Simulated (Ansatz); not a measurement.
CdMe(NH2) (CH₅CdN). Total charge 0; singlet. Geometry PBE-D4/def2-TZVP, basis def2-TZVP, Ansatz.

```
atom   x (Å)   y (Å)   z (Å)
 Cd1   0.247  -0.054   0.211
  C2  -1.215   0.523  -1.192
  H3  -1.959  -0.276  -1.310
  H4  -0.746   0.721  -2.164
  H5  -1.721   1.435  -0.849
  N6   1.754  -0.452   1.526
  H7   2.237  -1.326   1.298
  H8   1.404  -0.570   2.481
```

```
run  HOMO (eV)  LUMO (eV)
  A      -8.83       1.15
  B      -5.44      -1.20
  C      -5.46      -0.70
  D      -6.51      -0.27
  E      -5.94      -0.43
  F      -5.50      -1.02
```

In the def2 sets Cd takes a core potential; there is no spin–orbit coupling.

Task: The runs used B97M-V, LDA (SPW92), PBE0, r2SCAN, r2SCANh, ωB97M-V. Estimate which is which.

Result: A ωB97M-V (range-separated); B LDA (SPW92) (0 % exact exchange); C r2SCAN (0 % exact exchange); D PBE0 (25 % exact exchange); E r2SCANh (10 % exact exchange); F B97M-V (0 % exact exchange). Exact exchange lowers occupied and raises empty levels; among semilocal functionals meta-GGAs tend to open the gap a little, and such runs are hard to tell apart. The gap grows from 4.24 eV (LDA (SPW92)) to 9.98 eV (ωB97M-V).
